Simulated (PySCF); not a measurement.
## Basis-set dependence of population analyses: `[BH3-][N+](CC)(CC)CC`

Compound: C6H18BN.
Cartesian coordinates in Å at the PBE0-D3(BJ)/def2-SVP level; atoms count from 1:
```xyz
26
C6H18BN angstrom
B     -0.1397   -0.5249   -1.8542
N      0.1454    0.1185   -0.3660
C     -0.4420   -0.7364    0.7024
C     -1.9483   -0.8714    0.6681
C     -0.4495    1.4853   -0.3737
C     -0.3313    2.2929    0.9047
C      1.6153    0.2384   -0.1427
C      2.4197   -1.0345   -0.2969
H     -1.3110   -0.2937   -2.1230
H      0.6250    0.0615   -2.6144
H      0.0851   -1.7261   -1.7830
H     -0.1104   -0.3449    1.6800
H      0.0106   -1.7275    0.5766
H     -2.4662    0.0748    0.8838
H     -2.2542   -1.5947    1.4381
H     -2.2864   -1.2402   -0.3091
H      0.0281    2.0069   -1.2154
H     -1.5012    1.3614   -0.6582
H      0.7094    2.5062    1.1884
H     -0.8284    1.8086    1.7587
H     -0.8281    3.2619    0.7498
H      1.7728    0.6558    0.8660
H      1.9677    0.9826   -0.8710
H      2.1386   -1.8070    0.4333
H      3.4796   -0.7946   -0.1249
H      2.3132   -1.4533   -1.3049
```

PBE0 throughout (PySCF), one geometry, spherical d and f functions. Geometry: PBE0-D3(BJ)/def2-SVP, one conformer, isolated molecule. Atoms taken as equivalent share a column and are averaged.

Mulliken charges (e):

```
        basis  functions      B1      N2  C3/C5/C7  C4/C6/C8  H9/H10/H11  H12 (×6)  H14 (×9)
       STO-3G         58  -0.042  -0.168    -0.056    -0.239      -0.117    +0.102    +0.092
     pcSseg-0        108  -0.207  -0.874    -0.278    -0.649      -0.003    +0.269    +0.251
        6-31G        108  +0.051  -0.577    -0.157    -0.514      -0.101    +0.195    +0.186
       6-31G*        148  -0.080  -0.378    -0.187    -0.555      -0.081    +0.196    +0.195
      cc-pVDZ        202  -0.157  -0.227    +0.005    -0.081      -0.091    +0.056    +0.060
     def2-SVP        202  -0.154  -0.364    +0.022    -0.071      -0.078    +0.059    +0.060
     pcSseg-1        226  -0.094  -0.662    -0.094    -0.277      -0.065    +0.142    +0.135
6-311+G(2d,p)        324  -0.092  -0.153    -0.077    -0.646      -0.031    +0.168    +0.167
```

IAO charges (e):

```
        basis  functions      B1      N2  C3/C5/C7  C4/C6/C8  H9/H10/H11  H12 (×6)  H14 (×9)
       STO-3G         58  -0.328  -0.009    -0.166    -0.392      -0.048    +0.144    +0.143
     pcSseg-0        108  -0.404  -0.035    -0.153    -0.428      -0.031    +0.150    +0.153
        6-31G        108  -0.399  -0.012    -0.161    -0.437      -0.031    +0.151    +0.155
       6-31G*        148  -0.380  -0.014    -0.143    -0.418      -0.038    +0.143    +0.148
      cc-pVDZ        202  -0.404  -0.007    -0.143    -0.417      -0.032    +0.143    +0.147
     def2-SVP        202  -0.392  -0.010    -0.137    -0.407      -0.036    +0.141    +0.144
     pcSseg-1        226  -0.398  -0.016    -0.143    -0.416      -0.033    +0.144    +0.147
6-311+G(2d,p)        324  -0.404  -0.010    -0.149    -0.430      -0.032    +0.147    +0.152
```

Hirshfeld charges (e):

```
        basis  functions      B1      N2  C3/C5/C7  C4/C6/C8  H9/H10/H11  H12 (×6)  H14 (×9)
       STO-3G         58  -0.089  +0.050    +0.058    -0.038      -0.128    +0.026    +0.023
     pcSseg-0        108  -0.111  +0.091    +0.009    -0.097      -0.109    +0.039    +0.042
        6-31G        108  -0.101  +0.056    +0.007    -0.097      -0.105    +0.042    +0.042
       6-31G*        148  -0.100  +0.051    +0.006    -0.097      -0.104    +0.043    +0.042
      cc-pVDZ        202  -0.101  +0.065     0.000    -0.107      -0.104    +0.045    +0.045
     def2-SVP        202  -0.105  +0.068    -0.001    -0.110      -0.104    +0.045    +0.046
     pcSseg-1        226  -0.091  +0.045    -0.003    -0.111      -0.101    +0.046    +0.046
6-311+G(2d,p)        324  -0.081  +0.017    -0.010    -0.111      -0.097    +0.049    +0.047
```

Some averages cover members that differ in this geometry, most widely: C3/C5/C7, Mulliken in 6-311+G(2d,p) -0.118 to -0.038; H14 (×9), Mulliken in 6-311+G(2d,p) +0.148 to +0.209; H14 (×9), Mulliken in 6-31G +0.167 to +0.225; H14 (×9), Mulliken in pcSseg-0 +0.232 to +0.290 e.

Q: Which scheme is steadiest as the basis changes?

A: Largest range over the bases for any column: Hirshfeld 0.07 e, IAO 0.08 e, Mulliken 0.72 e. Hirshfeld and IAO charges move least and Mulliken charges most, counted in e. Without the minimal STO-3G basis the ranges are Hirshfeld 0.07, IAO 0.03, Mulliken 0.72 e.

Q: How much do the charges still move between the two largest bases, pcSseg-1 and 6-311+G(2d,p)?

A: At most, over all atoms: Mulliken 0.509 e, IAO 0.015 e, Hirshfeld 0.028 e.

Q: What do the same runs give for the total energy, the frontier levels and the dipole moment?

A: 
```tsv
basis	energy (Eh)	HOMO (eV)	LUMO (eV)	μ (D)
STO-3G	-314.8861	-5.19	7.32	5.59
pcSseg-0	-317.9598	-7.36	1.56	5.40
6-31G	-318.5842	-7.20	2.06	5.04
6-31G*	-318.6628	-7.22	2.07	4.93
cc-pVDZ	-318.6785	-7.31	1.39	4.90
def2-SVP	-318.4396	-7.32	1.33	4.98
pcSseg-1	-318.6255	-7.43	1.02	5.05
6-311+G(2d,p)	-318.7559	-7.47	-0.02	4.83
```

The dipole is fixed by the density alone, so its range of 0.76 D shows that the density itself changes with the basis, not only its division among atoms.
